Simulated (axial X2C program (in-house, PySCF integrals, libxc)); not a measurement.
**AgB along the bond: PBE0, with spin–orbit coupling**

Calculated with an axial X2C code built on PySCF integrals. Two-component (2c) means X2C with spin–orbit coupling and atomic mean-field two-electron Coulomb and Gaunt terms. Basis: Ag dyall-cv3z [12s12p8d5f3g], B dyall-v3z [7s6p2d1f] (cores contracted in-house); Gaussian nuclei, density fitting, unrestricted open shells. Masses: Ag 106.905 u, B 11.009 u.

State: Ω = 0 (closed shell). Dipoles are positive if B is the positive end.

```csv
R (Å),μ (D),HOMO (eV),LUMO (eV)
1.818,-1.510,-5.41,-2.64
1.902,-1.597,-5.42,-2.60
1.965,-1.629,-5.42,-2.58
2.027,-1.636,-5.42,-2.56
2.090,-1.620,-5.42,-2.54
2.163,-1.580,-5.42,-2.53
2.236,-1.521,-5.41,-2.52
2.330,-1.424,-5.39,-2.51
2.445,-1.285,-5.36,-2.52
2.612,-1.065,-5.30,-2.54
```

**Question.** The minimum lies at 2.086 Å. What is the dipole moment there, and its slope?

**Answer.** At PBE0, 2c, with the sign and origin stated: μ = -1.62 D, dμ/dR = 0.38 D/Å.

The state is one determinant whose occupation by symmetry is held fixed; it was picked as the lowest of a PBE0 search that is not exhaustive. The closed shell is kept restricted, so the energy runs too high when the bond is stretched far.
